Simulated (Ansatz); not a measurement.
`[CH3][AlH][TeH]` + `O[SiH2]O` → `[CH3][AlH][O][SiH2]O` + H₂Te  (ligand exchange at the Al–Te bond)

Isolated molecules relaxed with PBE0-D4/def2-TZVP in Ansatz; ΔE leaves out vibrations. CCSD(T)/CBS is the MP2 limit (def2-TZVPP, def2-QZVPP) plus CCSD(T) − MP2 in def2-TZVPP, frozen cores. def2 core potentials past Kr. For Te outer-core shells are correlated without core-valence functions, which leaves a few kJ/mol of doubt a bond. Each species was taken in one conformer, which may not be the lowest.

`[CH3][AlH][TeH]`:

Cartesian coordinates in Å:
```
C 0.025 -1.225 -0.775
Al -0.264 0.540 -0.006
Te 0.981 1.151 2.114
H -0.919 -1.777 -0.831
H 0.735 -1.828 -0.206
H 0.400 -1.139 -1.800
H -1.236 1.625 -0.629
H 0.279 2.652 2.134
```

`O[SiH2]O`:

Cartesian coordinates in Å:
```
O 0.512 1.255 0.516
Si 0.279 -0.155 -0.292
O -1.115 -0.921 0.115
H -0.097 1.975 0.342
H 0.147 0.071 -1.750
H 1.467 -0.967 0.061
H -1.193 -1.259 1.008
```

`[CH3][AlH][O][SiH2]O`:

```xyz
12

C     1.116    2.280    0.647
Al    0.575    0.457    1.034
O    -0.362   -0.394   -0.084
Si   -1.106   -1.377   -1.128
O    -0.616   -2.939   -0.989
H     0.973    2.543   -0.403
H     0.533    2.988    1.247
H     2.166    2.447    0.905
H     0.935   -0.303    2.377
H    -0.762   -1.004   -2.519
H    -2.570   -1.277   -0.882
H    -0.881   -3.421   -0.205
```

H₂Te:

Cartesian coordinates in Å:
```
Te -0.018 0.304 0.715
H 0.338 -1.188 0.090
H -0.320 0.884 -0.806
```

| level | ΔE (eV) |
| --- | --- |
| SCS-MP2/def2-TZVPP | -0.44 |
| MP2/def2-QZVPP | -0.34 |

(1) What does CCSD(T)/CBS give? (Best estimate.)

(2) What do rigid-rotor, harmonic-oscillator terms from PBE0-D4/def2-TZVP frequencies (298.15 K, 1 bar) make of the CCSD(T)/CBS value? (Estimate.)

Largest T1 diagnostic among the species: 0.012.

Results:

(1) Computed: -0.37 eV. The listed levels differ from it by -0.07, 0.03 eV.

(2) Ansatz gave: ΔZPE = -0.12 eV, ΔH = -0.46 eV, ΔS = 29 J/(mol·K), ΔG = -0.56 eV. Modes under 50 cm⁻¹ make the entropy rough.

Leaving LDA and LC-ωPBE aside and taking each functional with its dispersion term where it has one, the values, not all of them listed here, spread over 0.26 eV, from CAM-B3LYP-D4 to PBE-D4. In def2-TZVPP, CCSD(T) changes the Hartree–Fock value by +0.10 eV (the triples alone add +0.03 eV) and MP2 by +0.16 eV.
